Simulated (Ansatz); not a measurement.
Consider the ligand exchange at the Si–F bond: `F[SiH](Cl)[GeH3]` + HCl → `Cl[SiH](Cl)[GeH3]` + H–F.

Isolated molecules relaxed with PBE0-D4/def2-TZVP in Ansatz; ΔE leaves out vibrations. CCSD(T)/CBS adds triple-zeta CCSD(T) − MP2 to the extrapolated MP2 energy (def2 sets, frozen cores). This one scheme is used for every species. DFT in def2-TZVPP. B3LYP here is the variant with VWN-RPA as its local correlation; programs differ in this. For Ge outer-core shells are correlated without core-valence functions, which leaves a few kJ/mol of doubt a bond. Scalar relativity is left out up to krypton.

```json
{"level": "B3LYP-D4", "ΔE (kcal/mol)": "9.5"}
{"level": "RPA@PBE/def2-TZVPP", "ΔE (kcal/mol)": "10.3"}
{"level": "SCS-MP2/def2-TZVPP", "ΔE (kcal/mol)": "9.4"}
{"level": "SCS-MP2/def2-QZVPP", "ΔE (kcal/mol)": "8.9"}
```

(1) What does CCSD(T)/CBS give? (Best estimate.)

Largest T1 diagnostic among the species: 0.012.

Results:

(1) Ansatz gave: +8.3 kcal/mol. The listed levels differ from it by 1.2, 2.0, 1.1, 0.6 kcal/mol.

In def2-TZVPP, CCSD(T) changes the Hartree–Fock value by −2.9 kcal/mol (the triples alone add −0.6 kcal/mol) and MP2 by −4.6 kcal/mol. Leaving LDA and LC-ωPBE aside and taking each functional with its dispersion term where it has one, the values, not all of them listed here, spread over 4.6 kcal/mol, from revPBE-D4 to CAM-B3LYP-D4. At CCSD(T), def2-SVP lies +1.0 kcal/mol from the extrapolated value and def2-TZVPP +1.1 kcal/mol.
